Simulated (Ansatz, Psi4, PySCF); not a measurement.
CH₂N (SMILES C#[NH+]), charge +1, singlet, at a GFN2-xTB geometry. Base run: BLYP/def2-TZVP (PySCF).

Geometry (Å):
```xyz
4

C      0.0000     0.0000    -0.6003
N      0.0000     0.0000     0.5327
H      0.0000     0.0000    -1.6749
H      0.0000     0.0000     1.5482
```
Charge +1, spin multiplicity 1.
All else is at PySCF's defaults.

The same geometry, method and basis name were run in Ansatz (a program for electronic structure) and Psi4 and PySCF, at each program's defaults and at the settings that a row names. The base is PySCF at its defaults. Differences at the defaults can come from grids, fitting, cores and function types together.

```
code and settings                                                                             ΔE vs base (mEh)  basis functions     E (Eh)  SCF cycles
--------------------------------------------------------------------------------------------  ----------------  ---------------  ---------  ----------
PySCF, defaults (exact integrals, its default grid, spherical functions)                                 0.000               74  -93.72130           8
Psi4, defaults (density fitting with its default set, its default grid, spherical functions)            -0.035               74  -93.72133           8
Ansatz, defaults (factorised integrals, its default grid, spherical functions)                          -0.001               74  -93.72130           -
PySCF, density fitting with def2-universal-jkfit                                                        -0.035               74  -93.72133           8
PySCF, fine grid                                                                                         0.000               74  -93.72130           8
Psi4, exact integrals, spherical functions, fine grid                                                    0.000               74  -93.72130          10
Ansatz, high accuracy                                                                                    0.000               74  -93.72130           -
```
